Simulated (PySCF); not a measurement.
Computed shifts of a molecule CH₇ClOSi₂, PBE/pcSseg-1 (PySCF), GIAO, gas phase, atoms alike by connectivity averaged where their shifts nearly agree, in ppm (number of nuclei): ²⁹Si: -13.7 (1), -77.8 (1). ¹³C: 54.4 (1). ¹H: 6.09 (1), 5.65 (1), 4.48 (1), 4.29 (1), 4.27 (3). References: ²⁹Si against TMS (σ = 335.4 ppm); ¹³C against TMS (σ = 182.0 ppm); ¹⁷O against H2O (σ = 334.3 ppm); ³⁵Cl against HCl (σ = 936.5 ppm); ¹H against TMS (σ = 31.49 ppm), references at their B3LYP-D3(BJ)/def2-TZVP geometries, non-relativistic (without spin–orbit terms, shifts of atoms bonded to Cl or Br come out too high). Coordinates come from a PBE0-D3(BJ)/def2-SVP optimisation. One conformer was computed; it need not be the lowest.

Q: Pick the molecule that these values belong to.
A. [SiH3]CO[SiH2]Cl
B. C[SiH2][Si@@H](O)Cl
C. C[Si@@](O)([SiH3])Cl
D. CO[SiH2][SiH2]Cl

A: A, [SiH3]CO[SiH2]Cl
